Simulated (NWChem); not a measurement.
Molecule: InPH4; SMILES [PH2][InH2]

```xyz
6

In    -0.0251     0.7004    -0.0126
H      1.5033     1.5136    -0.0930
H     -1.5250     1.5566     0.1293
P     -0.0529    -1.8103     0.0711
H      0.9217    -1.9580    -0.9632
H     -1.1718    -1.9316    -0.8089
```
Atoms are numbered in this order, from 1.

Level: PBE0/def2-SVP with def2 effective core potentials on In (NWChem), optimised geometry, unscaled harmonic frequencies. def2 effective core potentials on In; no spin-orbit coupling.

Task: List the harmonic frequencies with IR intensities, and the thermochemistry.

Result: 
```json
[
 {"frequency (cm⁻¹)": "179", "IR intensity (km/mol)": "5.3"},
 {"frequency (cm⁻¹)": "301", "IR intensity (km/mol)": "16.6"},
 {"frequency (cm⁻¹)": "316", "IR intensity (km/mol)": "32.0"},
 {"frequency (cm⁻¹)": "429", "IR intensity (km/mol)": "58.4"},
 {"frequency (cm⁻¹)": "582", "IR intensity (km/mol)": "61.0"},
 {"frequency (cm⁻¹)": "609", "IR intensity (km/mol)": "212.6"},
 {"frequency (cm⁻¹)": "641", "IR intensity (km/mol)": "4.5"},
 {"frequency (cm⁻¹)": "1089", "IR intensity (km/mol)": "25.9"},
 {"frequency (cm⁻¹)": "1780", "IR intensity (km/mol)": "164.0"},
 {"frequency (cm⁻¹)": "1785", "IR intensity (km/mol)": "294.9"},
 {"frequency (cm⁻¹)": "2402", "IR intensity (km/mol)": "33.4"},
 {"frequency (cm⁻¹)": "2421", "IR intensity (km/mol)": "47.3"}
]
```

```json
{
 "zero_point_energy": "17.9 kcal/mol",
 "thermal correction to the enthalpy at 298.15 K (with zero-point energy)": "21.7 kcal/mol",
 "heat capacity Cv": "15.9 cal/(mol K)",
 "entropy at 298.15 K and 1 atm (symmetry number 1)": "72.2 cal/(mol K)"
}
```

Rigid rotor and harmonic oscillator.
